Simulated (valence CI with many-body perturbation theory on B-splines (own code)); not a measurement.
Ladder of approximations for Ru38+

Calculated by configuration interaction combined with many-body perturbation theory (CI+MBPT): four valence electrons over a frozen Dirac-Fock core [He], a basis of 11 s, 11 p, 9 d, 7 f, 5 g, 2 h, 1 i functions for each j, with the one-electron correlation potential Σ1 (screened to all orders), the two-electron term Σ2, the three-electron term Σ3, Breit, model QED; selected single and double excitations, second order for the rest (own B-spline code, finite nucleus).

No measured spectrum was set against this ion. As an estimate, large intervals hold to a few tenths of a per cent, small ones and those within an open d or f shell to about a per cent. Among the levels kept, up to 260 cm⁻¹ of a level comes from second order outside the variational space, and about a tenth of that is noise between levels of different J, which matters for small intervals.

Each rung adds one term. CI alone is the Dirac-Coulomb CI over the frozen core; QED comes last and gives the full result, which names the levels. Energies are above (2s^2 2p1/2^2) J=0 on the same rung, in Ry.

Levels are named by their leading jj configuration (3d3/2^4 stands for four electrons in 3d with j = 3/2), which in mixed levels can hold well under half, so a name can repeat and another be missing. Letters in brackets count levels of one name in rising energy.

```tsv
Level	CI alone	+ Σ1	+ Σ2	+ Σ3	+ Breit	Full
(2s^2 2p1/2 2p3/2) J=1	9.66	9.66	9.66	9.66	9.45	9.47
(2s^2 2p1/2 2p3/2) J=2	10.73	10.73	10.73	10.73	10.40	10.43
(2s 2p1/2^2 2p3/2) J=2	19.78	19.77	19.76	19.75	19.67	19.48
(2s^2 2p3/2^2) J=2	21.01	21.02	21.01	21.01	20.54	20.58
(2s^2 2p3/2^2) J=0	23.15	23.16	23.16	23.16	22.81	22.85
(2s 2p1/2^2 2p3/2) J=1	23.42	23.41	23.39	23.39	23.36	23.17
(2s 2p1/2 2p3/2^2) J=2 [a]	29.01	29.00	28.99	28.99	28.77	28.60
(2s 2p1/2 2p3/2^2) J=3	31.14	31.13	31.12	31.12	30.71	30.54
(2s 2p1/2 2p3/2^2) J=0	32.91	32.91	32.90	32.89	32.74	32.57
(2s 2p1/2 2p3/2^2) J=1 [a]	33.74	33.73	33.71	33.71	33.48	33.31
(2s 2p1/2 2p3/2^2) J=2 [b]	34.58	34.57	34.55	34.54	34.20	34.03
(2s 2p1/2 2p3/2^2) J=1 [b]	34.87	34.86	34.84	34.83	34.62	34.45
(2s 2p3/2^3) J=2	43.00	43.00	42.99	42.98	42.54	42.39
(2p1/2^2 2p3/2^2) J=2	45.81	45.79	45.75	45.74	45.67	45.29
(2s 2p3/2^3) J=1	46.21	46.21	46.19	46.18	45.76	45.61
(2p1/2^2 2p3/2^2) J=0	48.17	48.15	48.12	48.11	48.16	47.78
(2p1/2 2p3/2^3) J=1	55.91	55.90	55.86	55.85	55.65	55.28
(2p1/2 2p3/2^3) J=2	57.07	57.05	57.02	57.01	56.69	56.33
(2p3/2^4) J=0	68.44	68.43	68.39	68.38	68.01	67.67
(2s^2 2p1/2 3s) J=0	233.51	233.54	233.54	233.53	233.12	233.19
(2s^2 2p1/2 3s) J=1	233.69	233.72	233.72	233.71	233.28	233.35
(2s^2 2p1/2 3p1/2) J=1	236.71	236.73	236.73	236.72	236.35	236.36
(2s^2 2p1/2 3p1/2) J=0	238.29	238.31	238.30	238.30	237.96	237.97
(2s^2 2p1/2 3p3/2) J=1	240.18	240.20	240.19	240.19	239.79	239.80
(2s^2 2p1/2 3p3/2) J=2	240.50	240.52	240.51	240.51	240.07	240.08
(2s 2p1/2^2 3s) J=1	242.79	242.80	242.80	242.79	242.57	242.44
(2s^2 2p1/2 3d3/2) J=2	243.24	243.26	243.26	243.25	242.80	242.81
(2s 2p1/2^2 3s) J=0	243.97	243.98	243.97	243.96	243.78	243.63
(2s^2 2p3/2 3s) J=2	244.26	244.29	244.28	244.28	243.67	243.74
(2s^2 2p1/2 3d3/2) J=1	244.33	244.35	244.35	244.34	243.88	243.88
(2s^2 2p3/2 3s) J=1	244.78	244.80	244.80	244.79	244.16	244.25
```

How does the ionisation energy move along the ladder, and which term matters most?

CI alone 5662.8, + Σ1 5663.1, + Σ2 5663.1, + Σ3 5663.0, + Breit 5656.3, + QED 5656.5 eV. The largest step is Breit, -6.7 eV. NIST lists 5647 ± 6 eV (semi-empirical).
